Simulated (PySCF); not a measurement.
# Trend along the alkali metals: MMg molecules

CCSD(T) with double-zeta basis sets in PySCF, for the lowest determinant that a PBE0 search found; no spin–orbit coupling. De refers to high-spin ground-configuration atoms.

```tsv
M	basis	reference, frozen orbitals	state (unpaired electrons)	Re (Å)	ωe (cm⁻¹)	De (eV)
Li	def2-SVP	ROHF, 1	doublet (σ ↑)	3.252	147	0.13
K	def2-SVPD	ROHF, 6	doublet (σ ↑)	4.217	56.5	0.09
Rb	def2-SVP	ROHF, 1	doublet (σ ↑)	4.424	42.4	0.06
Cs	def2-SVP	ROHF, 1	doublet (σ ↑)	4.662	39.7	0.07
```

The shortest bond is that of LiMg (3.252 Å), the longest that of CsMg (4.662 Å).

The rows differ in basis set, which adds steps of its own.

Down a group the atoms grow and get heavier, so bonds lengthen and wavenumbers fall; this series shows no clear exception.

Correlated steps freeze the inner cores (1 to 6 orbitals); shallow outer-core shells are correlated. Weak bonds: CsMg, KMg, LiMg, RbMg. Basis-set superposition, not corrected here, can be much of De in a small basis, most of all at correlated wavefunction levels. Spin–orbit coupling is left out. States were picked by a PBE0 search and need not be the measured ground states.
